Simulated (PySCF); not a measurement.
Input of a run (PBE0-D3(BJ)/def2-SVP geometry optimisation, gas phase (PySCF 2.14.0)), started from GFN2-xTB:
```
{"job": {"xc": "PBE0", "basis": "def2-SVP", "d3": "d3bj", "grid": 1, "shake": 0.01, "kind": "geom"}, "charge": 0, "multiplicity": 1}
N     -1.511690     2.195130    -0.176890
C     -1.262530     1.110810    -0.082010
C     -0.894130    -0.258800     0.046340
Ge     1.159940    -0.400890     0.126790
Cl     1.902040     0.166730    -1.732850
H     -1.320610    -0.660050     0.962250
H     -1.237590    -0.822690    -0.802470
H      1.525440    -1.836920     0.397650
H      1.696930     0.489520     1.227460
```

Output (energies in Eh, forces in Eh/bohr):
```
step   0  E = -2669.51795702  max force = 0.114839
step   1  E = -2669.52688748  max force = 0.011731
step   2  E = -2669.52775587  max force = 0.004202
step   3  E = -2669.52785560  max force = 0.001043
step   4  E = -2669.52786349  max force = 0.000637
step   5  E = -2669.52786452  max force = 0.000327
optimisation converged
```

Q: Summarise the run.

A: The energy falls by 0.270 eV over 6 energy and gradient evaluations, the largest force component goes from 0.1148 to 3.3e-04 Eh/bohr, and the atoms move by 0.053 Å rms after alignment. The bond that changes most is C3–Ge4 (ends: sp3 carbon bound to germanium; germanium bonded to C, Cl and 2 H), which shortens by 0.089 Å. Bonds longer at the end by more than 0.005 Å: 7 of 8; shorter: 1. Among the angles that change most is H8–Ge4–H9, from 110.1° to 113.4°. The energy never rose by more than 1e-6 Eh on the way. The first step brought 90 % of the lowering.

Q: What are the final bond lengths?

A: N1≡C2 1.158 Å, C2–C3 1.446 Å, C3–Ge4 1.972 Å, Ge4–Cl5 2.153 Å, C3–H6 1.102 Å, C3–H7 1.101 Å, Ge4–H8 1.535 Å, Ge4–H9 1.532 Å. Numbering counts from 1 in the input's order; the species is `N#C[CH2][GeH2][Cl]`.

The run used 112 basis functions and 43 SCF cycles in all. The run took 32 s of wall time on Arm Neoverse V1, one thread, shared host, and the process peaked at 0.46 GiB of memory.

Stationary, but not proved a minimum. One conformer, not necessarily the lowest.

Conformer computed: `[N:1]#[C:2][CH2:3][GeH2:4][Cl:5]`: C2–C3–Ge4–Cl5 -65°.
